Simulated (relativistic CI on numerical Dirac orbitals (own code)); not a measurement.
Cr⁴⁺: L2,3 absorption edge

Computed with this model: Dirac-Coulomb-Breit CI, KLI orbitals optimised for each configuration, a model potential for QED, multiplet model of core-to-valence dipole absorption, unscaled Slater integrals; configurations [Ar] 3d2 → [He] 2s2 2p5 3s2 3p6 3d3; 300 K; Lorentzian 0.24 eV and Gaussian 0.3 eV FWHM. Energies are those of the free ion, without screening or charge transfer. The branching ratio is the share of the lower-energy edge in the whole absorption, uncertain by about 0.02 where the edges overlap. S is read from ⟨S²⟩ = S(S + 1).

Field parameters in Wybourne normalisation: D3d B²₀ = −7Dσ, B⁴₀ = −14Dq − 21Dτ, B⁴₃ = −14√(10/7) Dq; D4h B²₀ = −7Ds, B⁴₀ = 21(Dq − Dt), B⁴₄ = 21√(5/14) Dq; Td as Oh with Dq negative (B⁴₀ = 21Dq, B⁴₄ = √(5/14) B⁴₀). The field is a parameter set, without covalency.

Computed curve for Td, 10Dq = -12400 cm⁻¹, scaled to 100 at the maximum (points under 2 are left out and the grid is thinned):

```csv
Energy (eV),Intensity
580.3,2.6
580.6,3.8
580.9,3.4
581.2,4.1
581.4,4.1
581.7,10.7
582.0,14.8
582.3,7.2
582.6,7.2
582.9,9.1
583.1,13.3
583.4,24.7
583.7,26.8
584.0,46.0
584.3,100.0
584.6,75.0
584.9,57.0
585.1,35.5
585.4,26.4
585.7,16.9
586.0,10.0
586.3,11.9
586.6,11.5
586.8,9.9
587.1,10.8
587.4,12.7
587.7,16.6
588.0,9.7
588.3,11.6
588.6,9.4
588.8,10.5
589.1,17.7
589.4,14.8
589.7,13.6
590.0,17.2
590.3,28.4
590.6,41.8
590.8,37.4
591.1,55.6
591.4,52.6
591.7,36.3
592.0,28.8
592.3,22.2
592.5,23.5
592.8,20.4
593.1,24.6
593.4,44.2
593.7,57.7
594.0,62.3
594.3,54.2
594.5,36.8
594.8,14.7
595.1,12.6
595.4,8.6
595.7,7.0
596.0,6.6
596.2,6.1
596.5,4.4
597.0,2.2
597.3,2.4
```

The ground state has S = 1.00, and the centroid lies at 589.06 eV.
